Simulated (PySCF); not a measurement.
Compound: C₃H₉Se (charge +1).
SMILES with atom numbers: `[CH3:1][Se+:2]([CH3:3])[CH3:4]` (hydrogens: H5, H6, H7 on C1; H8, H9, H10 on C3; H11, H12, H13 on C4)

Computed, not measured: TDDFT wB97X-D/def2-SVPD, vertical, gas phase, core orbitals frozen in the response (PySCF 2.14.0, density-fitted response routines). Isolated species at its PBE0-D3(BJ)/def2-SVP geometry, gas phase. Relativistic effects, spin–orbit coupling among them, are left out although an element past zinc is present.

Broadening: Gaussians 0.5 eV wide at half height, area fixed by f = 4.319×10⁻⁹ ∫ε dν̃. The width is an assumption, not a result. The curve ends short of the highest state used, and states not computed would add to its high-energy end.

(E (eV), ε (L mol⁻¹ cm⁻¹)): (7.06, 17), (7.18, 107), (7.30, 482), (7.42, 1584), (7.54, 3783), (7.66, 6565), (7.79, 8317), (7.91, 7420), (8.03, 4819), (8.15, 2324), (8.27, 1002), (8.39, 819), (8.51, 1291), (8.64, 1865), (8.76, 1923), (8.88, 1467), (9.00, 961), (9.12, 1098), (9.24, 2619), (9.36, 5935), (9.49, 10452), (9.61, 12918), (9.73, 12143), (9.85, 9205)

(1) Where are the band maxima, and which computed states make them?

(2) Coming from long wavelengths, where does ε first pass 100 L mol⁻¹ cm⁻¹?

Answers

(1) 159 nm (7.81 eV), ε about 8300, made up of S1 (50%) and S2 (50%); 142 nm (8.71 eV), ε about 2000, made up of S3 (100%); 129 nm (9.64 eV), ε about 13000, made up of S5 (45%) and S6 (45%) (ε in L mol⁻¹ cm⁻¹; maxima over ε = 5, shares over 10%). The states used: S1 7.81 eV (f 0.077); S2 7.81 eV (f 0.077); S3 8.71 eV (f 0.037); S4 9.13 eV (f 0.0000); S5 9.62 eV (f 0.110); S6 9.62 eV (f 0.110); S7 9.65 eV (f 0.0066); S8 9.96 eV (f 0.049); S9 10.45 eV (f 0.077); S10 10.45 eV (f 0.077).

(2) At about 173 nm (7.18 eV), 0.63 eV below S1.

All these states lie below the vertical ionisation energy of 16.23 eV (ΔSCF).

Hardware: one thread, Arm Neoverse V1 (shared host). Cost: 78 s wall.
